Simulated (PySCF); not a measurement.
Gas-phase reaction: Sn(OH)2 + 2 OH → SnH4 + 2 O2

Computed with PySCF and rigid-rotor harmonic-oscillator thermochemistry at 1 bar. † marks an energy on the PBE0/def2-TZVP geometry and frequencies; other levels use their own. Open shells (unrestricted): OH (multiplicity 2), O2 (multiplicity 3); the rest are closed-shell singlets. Spin-orbit splitting is ignored; it lowers the true energy and changes the entropy of OH. Sn: scalar-relativistic def2 core potential, no spin-orbit coupling. Sn(OH)2: computed as isolated molecules; such fragments, hydroxides, amides, oligomers or adducts are transient or little studied in the gas.

```json
[
 {"level": "BLYP/def2-TZVP†", "ΔH°(298 K), kJ": "385"},
 {"level": "HF/def2-TZVP†", "ΔH°(298 K), kJ": "(withheld)"},
 {"level": "PBE/def2-SVP", "ΔH°(298 K), kJ": "(withheld)"},
 {"level": "PBE0/def2-QZVP†", "ΔH°(298 K), kJ": "414"},
 {"level": "PBE0/def2-SVP†", "ΔH°(298 K), kJ": "314"}
]
```

**Question.** Some entries are withheld; supply them.

**Answer.** 
- HF/def2-TZVP†, ΔH°(298 K), kJ: 476
- PBE/def2-SVP, ΔH°(298 K), kJ: 266
